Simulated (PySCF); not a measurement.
A series of substituents X on one scaffold: silaethenyl-X. All species are isolated molecules in the gas phase. One relaxed conformer stands for each flexible species; it need not be the lowest. Strings in code marks are SMILES.

The four lowest singlet excitations (Tamm–Dancoff). All values below come from PBE0-D3(BJ)/def2-TZVP (PySCF). Excitations are Tamm–Dancoff values on a coarser integration grid. The basis has no diffuse functions, so Rydberg states are missing or too high.

```json
[
 {"state": "S1", "energy (eV)": "4.38", "wavelength (nm)": "283", "oscillator strength": "0.003"},
 {"state": "S2", "energy (eV)": "5.19", "wavelength (nm)": "239", "oscillator strength": "0.268"},
 {"state": "S3", "energy (eV)": "5.45", "wavelength (nm)": "227", "oscillator strength": "0.000"},
 {"state": "S4", "energy (eV)": "5.82", "wavelength (nm)": "213", "oscillator strength": "0.035"}
]
```

Problem. Say which member gives these states.
(A) `C=[SiH]I`
(B) `C=[SiH]CO` (C–Si–C–O torsion -4°, Si–C–O–H torsion -47°)
(C) `C=[SiH]C(N)=O` (C–Si–C–O torsion 180°)
(D) `C=[SiH]C`

Solution. A, `C=[SiH]I`
